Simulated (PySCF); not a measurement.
C6H5F5O2.
Numbering: `[F:1][CH:2]([F:3])[O:4][C@H:5]1[CH:6]=[C:7]([C:8]([F:9])([F:10])[F:11])[CH2:12][O:13]1`

NICS is the negative of the GIAO shielding at a point without a nucleus: at the ring centre (0) and 1 Å above and below it (1); zz is the component along the ring normal. Level: GIAO PBE0/pcSseg-1 (PySCF, non-relativistic, gas phase) on the GFN2-xTB geometry, one conformer.

Ring bond lengths (Å), with Mayer bond orders in brackets: C5–C6 1.504 (1.04), C6–C7 1.325 (1.79), C7–C12 1.501 (0.99), C12–O13 1.421 (0.90), O13–C5 1.395 (0.99).

Problem. Give the NICS values of each ring in ppm.

Solution. 
```
            ring                                                     type  NICS(0)  NICS(1), two faces  NICS(1)zz, two faces  rms pucker (Å)  centre to ring atoms, mean (Å)
C5–C6–C7–C12–O13  5-membered ring with O; formal bonds 1 double, 4 single     -5.0         -4.2 / -2.6           -6.8 / -2.6            0.06                            1.21
```

Problem. What do they say, and how far can they be read as aromaticity?

Solution. 
- C5–C6–C7–C12–O13: mean NICS(1)zz -4.7 ppm, shielded. C5, C12 have four or more neighbours, so the value isn't read as a sign of a π ring current. The two faces differ by 4.2 ppm, so no symmetry operation interchanges them.

Problem. What is the mean of the two in-plane components of NICS at the first NICS(1) probe listed for ring C5–C6–C7–C12–O13, 1 Å off the ring?

Solution. The isotropic value is a third of the trace: (3 × -4.2 − (-6.8))/2 = -2.9 ppm.

Problem. How shielded are the nuclei of the rings and their hydrogens (means over atoms taken as equivalent)?

Solution. 
```csv
atoms,environment,σ isotropic (ppm),"principal values of the symmetric part, first atom (ppm)"
C5,sp3 carbon bearing two oxygens,77.5,"48.6, 78.9, 104.8"
C6,alkene CH carbon,49.1,"-52.2, 59.1, 140.4"
C7,fully substituted alkene carbon,40.5,"-61.7, 61.7, 121.5"
C12,sp3 carbon bound to oxygen,108.9,"69.7, 100.9, 156.2"
O13,cyclic ether oxygen,253.1,"210.4, 233.0, 316.0"
H on C5,methine hydrogen,25.22,"21.3, 25.7, 28.7"
H on C6,vinylic hydrogen,25.14,"22.7, 24.5, 28.3"
H on C12,methylene hydrogen,26.47,"22.0, 26.6, 30.8"
H on C12,methylene hydrogen,26.60,"21.8, 26.7, 31.4"
```

Conformer computed: `[F:1][CH:2]([F:3])[O:4][C@H:5]1[CH:6]=[C:7]([C:8]([F:9])([F:10])[F:11])[CH2:12][O:13]1`: F1–C2–O4–C5 -77°, C2–O4–C5–C6 180°, C6–C7–C8–F9 119°.
